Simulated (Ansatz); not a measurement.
Question: Name a neutral molecule of B, C, N and H with HOMO–LUMO gap (PBE/def2-TZVPP) between 5.25 and 5.55 eV and HOMO energy (ωB97M-V/def2-TZVPP) between -8.90 and -8.60 eV (Ansatz, PBE0-D4/def2-TZVP geometry).

Answer: `CCNBN` (5.45 eV, -8.78 eV); `CNBN` (5.44 eV, -8.77 eV). Other molecules can fit too; these were computed, each in one conformer that needn't be the lowest.
